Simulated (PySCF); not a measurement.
C2H7OSi, SMILES C[SiH](C)[O] (connectivity only; charge and spin as stated), charge -1, multiplicity 1.

Coordinates come from a PBE-D3(BJ)/def2-SVPD optimisation. The spin state was assumed, not searched. The isomer is the one that the SMILES or the coordinates give; other isomers of the formula were not compared.

The numbers are results of PBE-D3(BJ)/def2-SVPD run with PySCF, not measurements.

Frequencies are harmonic and unscaled.

```json
[
 {"mode": "1", "ν (cm⁻¹)": "132", "IR (km/mol)": "0.0", "moving atoms (share of kinetic energy)": "H 98 %"},
 {"mode": "2", "ν (cm⁻¹)": "154", "IR (km/mol)": "0.1", "moving atoms (share of kinetic energy)": "H 92 %"},
 {"mode": "3", "ν (cm⁻¹)": "197", "IR (km/mol)": "0.0", "moving atoms (share of kinetic energy)": "H 43 %, C 40 %, Si 10 %"},
 {"mode": "4", "ν (cm⁻¹)": "243", "IR (km/mol)": "11.7", "moving atoms (share of kinetic energy)": "O 46 %, H 23 %, C 19 %, Si 12 %"},
 {"mode": "5", "ν (cm⁻¹)": "274", "IR (km/mol)": "11.8", "moving atoms (share of kinetic energy)": "Si 34 %, H 32 %, O 24 %, C 10 %"},
 {"mode": "6", "ν (cm⁻¹)": "559", "IR (km/mol)": "15.5", "moving atoms (share of kinetic energy)": "H 92 %"},
 {"mode": "7", "ν (cm⁻¹)": "570", "IR (km/mol)": "7.9", "moving atoms (share of kinetic energy)": "C 56 %, H 26 %, Si 13 %"},
 {"mode": "8", "ν (cm⁻¹)": "592", "IR (km/mol)": "21.4", "moving atoms (share of kinetic energy)": "C 41 %, H 41 %, Si 18 %"},
 {"mode": "9", "ν (cm⁻¹)": "686", "IR (km/mol)": "30.9", "moving atoms (share of kinetic energy)": "H 74 %, C 13 %, Si 9 %"},
 {"mode": "10", "ν (cm⁻¹)": "695", "IR (km/mol)": "56.1", "moving atoms (share of kinetic energy)": "H 55 %, C 22 %, Si 21 %"},
 {"mode": "11", "ν (cm⁻¹)": "772", "IR (km/mol)": "36.6", "moving atoms (share of kinetic energy)": "H 65 %, C 24 %, Si 9 %"},
 {"mode": "12", "ν (cm⁻¹)": "841", "IR (km/mol)": "28.7", "moving atoms (share of kinetic energy)": "H 79 %, O 11 %, C 10 %"},
 {"mode": "13", "ν (cm⁻¹)": "848", "IR (km/mol)": "145.8", "moving atoms (share of kinetic energy)": "H 83 %, C 9 %"},
 {"mode": "14", "ν (cm⁻¹)": "1022", "IR (km/mol)": "249.2", "moving atoms (share of kinetic energy)": "O 52 %, Si 41 %"},
 {"mode": "15", "ν (cm⁻¹)": "1145", "IR (km/mol)": "40.2", "moving atoms (share of kinetic energy)": "H 77 %, C 23 %"},
 {"mode": "16", "ν (cm⁻¹)": "1151", "IR (km/mol)": "34.9", "moving atoms (share of kinetic energy)": "H 77 %, C 22 %"},
 {"mode": "17", "ν (cm⁻¹)": "1362", "IR (km/mol)": "0.4", "moving atoms (share of kinetic energy)": "H 95 %"},
 {"mode": "18", "ν (cm⁻¹)": "1367", "IR (km/mol)": "0.2", "moving atoms (share of kinetic energy)": "H 95 %"},
 {"mode": "19", "ν (cm⁻¹)": "1368", "IR (km/mol)": "0.5", "moving atoms (share of kinetic energy)": "H 95 %"},
 {"mode": "20", "ν (cm⁻¹)": "1382", "IR (km/mol)": "2.8", "moving atoms (share of kinetic energy)": "H 96 %"},
 {"mode": "21", "ν (cm⁻¹)": "1876", "IR (km/mol)": "434.1", "moving atoms (share of kinetic energy)": "H 97 %"},
 {"mode": "22", "ν (cm⁻¹)": "2922", "IR (km/mol)": "44.3", "moving atoms (share of kinetic energy)": "H 97 %"},
 {"mode": "23", "ν (cm⁻¹)": "2925", "IR (km/mol)": "50.5", "moving atoms (share of kinetic energy)": "H 97 %"},
 {"mode": "24", "ν (cm⁻¹)": "3011", "IR (km/mol)": "4.1", "moving atoms (share of kinetic energy)": "H 91 %, C 9 %"},
 {"mode": "25", "ν (cm⁻¹)": "3015", "IR (km/mol)": "91.5", "moving atoms (share of kinetic energy)": "H 91 %, C 9 %"},
 {"mode": "26", "ν (cm⁻¹)": "3028", "IR (km/mol)": "26.5", "moving atoms (share of kinetic energy)": "H 91 %, C 9 %"},
 {"mode": "27", "ν (cm⁻¹)": "3029", "IR (km/mol)": "49.8", "moving atoms (share of kinetic energy)": "H 91 %, C 9 %"}
]
```
